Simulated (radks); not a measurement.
Task: All-electron atom: the bismuth ion Bi20+ in [Kr] 4d10 4f14 5s2 5p1. Calculated with a radial shooting solver on a logarithmic mesh with Libxc functionals: Dirac Kohn-Sham, BP86, spin-unpolarised, spherical densities, finite nucleus; open shells fill j = l - 1/2 first; Fermi nuclear charge, rms radius 5.5211 fm. Some entries of the table are withheld. Estimate them.

orbital,occ.,eigenvalue (eV),<r^2> (bohr^2)
1s1/2,2,(1),0.0003464
2s1/2,2,-16714.75,0.005187
2p1/2,2,(2),0.003641
2p3/2,4,(3),0.004819
3s1/2,2,-4383.405,0.03355
3p1/2,2,(4),0.03043
3p3/2,4,(5),0.03672
3d3/2,4,-3107.637,0.02793
3d5/2,6,-2997.079,0.02963
4s1/2,2,-1352.957,0.1591
4p1/2,2,-1228.228,0.1606
4p3/2,4,-1098.502,0.1902
4d3/2,4,-894.5703,0.1945
4d5/2,6,-870.0610,0.2042
4f5/2,6,-604.4592,0.2087
4f7/2,8,-598.6082,0.2136
5s1/2,2,-571.7883,(6)
5p1/2,1,-523.1582,(7)
5p3/2,0,-488.5547,(8)
5d3/2,0,-411.5599,0.9138
5d5/2,0,-405.2036,0.9442
6s1/2,0,-319.6476,1.913

Result: 
(1) 1s1/2 eigenvalue (eV): -90942.83
(2) 2p1/2 eigenvalue (eV): -16087.93
(3) 2p3/2 eigenvalue (eV): -13766.50
(4) 3p1/2 eigenvalue (eV): -4098.235
(5) 3p3/2 eigenvalue (eV): -3577.614
(6) 5s1/2 <r^2> (bohr^2): 0.6458
(7) 5p1/2 <r^2> (bohr^2): 0.6927
(8) 5p3/2 <r^2> (bohr^2): 0.7889
